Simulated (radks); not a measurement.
Task: Er29+, 39 electrons, occupied as [Kr] 4d3. Method: Dirac Kohn-Sham, LB94 model potential, spin-unpolarised, spherical densities, finite nucleus; open shells fill j = l - 1/2 first; Fermi nuclear charge, rms radius 5.2516 fm; computed with a radial shooting solver on a logarithmic mesh with Libxc functionals.

Spin-orbit splittings of the eigenvalues, e(l+1/2) - e(l-1/2), with zeta = 2 splitting/(2l+1) and mean radii in bohr:

shell  occ.  splitting (eV)  zeta (eV)  <r> j=l-1/2  <r> j=l+1/2
2p        6           924.8      616.6      0.07127      0.07855
3p        6           196.9      131.3       0.2126       0.2258
3d       10               ?          ?       0.1986       0.2026
4p        6           56.47      37.65       0.4674       0.4892
4d        3           11.97      4.789       0.4838       0.4901
5p        0           23.44      15.63       0.8327       0.8607

Estimate the 3d splitting.

Result: 43.41 eV (zeta = 17.36 eV).
